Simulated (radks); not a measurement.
Spin polarisation of the 6s1 shell in the barium ion Ba+. Start: [Xe] 6s(up 0.5, down 0.5); electrons of 6s are moved from spin down to spin up, other shells keep equal spins. All-electron calculation, non-relativistic Kohn-Sham, PBE, spin-polarised, spherical densities, point nucleus. Program: a radial shooting solver on a logarithmic mesh with Libxc functionals.

moment (Bohr magnetons)  E - E(0) (eV)  e(6s up) (eV)  e(6s down) (eV)  5p down minus up (eV)  5s down minus up (eV)
0                                0.000         -7.337           -7.337                 0.000                  0.000
0.25                            -0.009         -7.412           -7.264                  0.031                  0.021
0.5                             -0.037         -7.484           -7.194                  0.062                  0.042
0.75                            -0.082         -7.550           -7.117                  0.094                  0.064

At moment 0.75 the spin-polarisation energy is -0.082 eV and the 6s exchange splitting 0.433 eV, that is 0.578 eV per Bohr magneton; E = -I m^2/4 would give I = 0.581 eV.
